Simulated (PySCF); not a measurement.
SMILES C=Cc1cccc(CC)c1, singlet (GFN2-xTB optimised geometry):

```
22

C     -2.670    -1.917     0.004
C     -1.356    -1.727     0.001
C     -0.656    -0.448     0.000
C     -1.315     0.782    -0.002
C     -0.596     1.961    -0.003
C      0.788     1.940    -0.004
C      1.470     0.729     0.000
C      2.972     0.696    -0.047
C      3.459     0.686    -1.497
C      0.739    -0.448     0.000
H     -3.378    -1.106     0.005
H     -3.092    -2.907     0.004
H     -0.705    -2.593     0.000
H     -2.394     0.818    -0.001
H     -1.118     2.907    -0.003
H      1.343     2.867    -0.004
H      3.339    -0.197     0.463
H      3.378     1.572     0.464
H      3.109     1.574    -2.020
H      3.077    -0.189    -2.018
H      4.546     0.667    -1.535
H      1.264    -1.394     0.003
```

Computed with PBE0/def2-SVP run with PySCF 2.14.0.

Task: What are the frontier orbital energies and the dipole moment?

Result: HOMO-2 -8.55 eV, HOMO-1 -7.08 eV, HOMO -6.45 eV, LUMO -0.89 eV, LUMO+1 0.03 eV; dipole moment 0.51 D.

Meta-Löwdin charges at PBE0/def2-SVP: C1 -0.23, C2 -0.09, C3 0.01, C4 -0.11, C5 -0.10, C6 -0.12, C7 0.02, C8 -0.17, C9 -0.29, C10 -0.12, H11 0.10, H12 0.11, H13 0.10, H14 0.10, H15 0.11, H16 0.10, H17 0.10, H18 0.10, H19 0.10, H20 0.10, H21 0.10, H22 0.10.
